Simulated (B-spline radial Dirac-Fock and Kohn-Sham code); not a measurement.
**K emission of La²⁺**

System: the La²⁺ ion in the configuration [Xe] 5d1.

The run's input, task.json:

```json
{"items": [{
  "Z": 57,
  "q": 2,
  "cfg": [[1, 0, 2], [2, 0, 2], [2, 1, 6], [3, 0, 2], [3, 1, 6], [3, 2, 10], [4, 0, 2], [4, 1, 6], [4, 2, 10], [5, 0, 2], [5, 1, 6], [5, 2, 1]],
  "A": 139,
  "rrms": 4.855,
  "do": ["binding", "quiet", "decay"],
  "holes": ["K", "L1", "L2", "L3", "M1", "M2", "M3", "M4", "M5", "N1", "N2", "N3", "N4", "N5"]
}]}
```

Command: `python xray_run.py task.json out`

Level of theory: independent-particle rates on relativistic LDA orbitals of the hole state (multipoles up to L = 3, Coulomb Auger matrix elements, transition energies from Dirac-Fock); an atomic code on a B-spline grid.

```csv
line,multipole,energy (eV),width (meV),share (%)
Kα2,E1,33031.4,3600,28.7
Kα1,E1,33439.4,6610,52.7
Kβ3,E1,37714.6,628,5.01
Kβ1,E1,37795.7,1220,9.74
Kβ5'',E2,38073.1,7.32,0.0584
Kβ5',E2,38089.9,9.91,0.0790
Kβ2'',E1,38702.1,135,1.08
Kβ2',E1,38719.4,263,2.10
K-N5,E2,38824.1,2.12,0.0169
K-O2,E1,38908.3,22.4,0.179
K-O3,E1,38910.9,43.4,0.346
```

The listed lines hold 100.0 % of the radiative rate. The radiative width is 12.5 eV in the length form and 12.8 eV in the velocity form; the two differ because the transition energies are not eigenvalue differences of the potential that gave the orbitals. Kα2/Kα1 is 0.544 and Kβ/Kα is 0.229.

Values without a named source are computed, but for edge energies of neutral atoms, which are taken from tables.
